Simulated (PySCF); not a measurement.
C₃H₇Si, SMILES C1[SiH]CC1, multiplicity 2. Coordinates come from a PBE-D3(BJ)/def2-SVP optimisation. The isomer is the one that the SMILES or the coordinates give; other isomers of the formula were not compared.

Computed equilibrium geometry at PBE-D3(BJ)/def2-SVP (PySCF confirms it by a frequency run) as bond lengths and angles, and its point group:
point group Cs.
Atoms: C1 C2 Si3 C4 H5 H6 H7 H8 H9 H10 H11. Bonds (Å): C1–C2 1.561, C1–C4 1.561, C1–H5 1.110, C1–H6 1.114, C2–Si3 1.927, C2–H7 1.109, C2–H8 1.107, Si3–C4 1.927, Si3–H9 1.522, C4–H10 1.107, C4–H11 1.109. Angles (°): C2–C1–C4 102.6, C2–C1–H5 109.8, C2–C1–H6 113.7, C4–C1–H5 109.8, C4–C1–H6 113.7, H5–C1–H6 107.2, C1–C2–Si3 85.5, C1–C2–H7 111.5, C1–C2–H8 116.9, Si3–C2–H7 111.9, Si3–C2–H8 120.5, H7–C2–H8 108.8, C2–Si3–C4 78.4, C2–Si3–H9 110.8, C4–Si3–H9 110.8, C1–C4–Si3 85.5, C1–C4–H10 116.9, C1–C4–H11 111.5, Si3–C4–H10 120.5, Si3–C4–H11 111.9, H10–C4–H11 108.8.
Charge 0, spin multiplicity 2.
